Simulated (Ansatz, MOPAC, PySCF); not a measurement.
System: SnOCl, charge 0, multiplicity 2. SMILES: [O]=[Sn][Cl]
Geometry: optimised at B3LYP-D3(BJ)/def2-TZVP (Ansatz, a quantum-chemistry and plane-wave program).

Wanted: vertical ionisation energy to the triplet, in eV. Set-up: def2 sets with scalar-relativistic core potentials past Kr; LANL2DZ with its own core potentials from Na on; each state is the SCF solution reached for its charge and spin; STO-3G and 3-21G all-electron and non-relativistic; valence correlation only (noble-gas shells and the d and f shells of earlier blocks); six Cartesian d functions in 6-31G* and its kin unless marked 5d; no dispersion term unless named; no spin-orbit coupling; UHF or UKS for open shells. First-principles rows: single points at B3LYP-D3(BJ) geometries (Ansatz). Semi-empirical rows: differences of heats of formation at the shared geometry for vertical values.

```csv
level,program,vertical ionisation energy to the triplet (eV)
AM1,MOPAC,8.78
PM3,MOPAC,9.96
PM6,MOPAC,9.43
MNDO,MOPAC,11.09
HF/6-31G* with LANL2DZ past Ar,Ansatz,9.57
PBE/6-31G* with LANL2DZ past Ar,Ansatz,9.98
B3LYP/STO-3G,Ansatz,7.07
B3LYP/3-21G,Ansatz,9.91
B3LYP/6-31G* with LANL2DZ past Ar,Ansatz,10.16
M06-2X/6-31G* with LANL2DZ past Ar (5d),PySCF,10.33
MP2/6-31G* with LANL2DZ past Ar,Ansatz,10.15
B3LYP/def2-TZVPD,Ansatz,10.22
PBE0/def2-TZVPD,Ansatz,10.15
M06-2X/def2-TZVPD,PySCF,10.08
```

No value to compare with is used here. The 11 habitual levels span 7.07 (B3LYP/STO-3G) to 11.09 eV (MNDO); B3LYP/def2-TZVPD gives 10.22.

The levels are drawn from those run, B3LYP/6-31G* more often than the rest, none by its result; left out are runs that failed, that the program found above a lower state of the same kind, or whose <S^2> lies over 0.5 above the pure value.
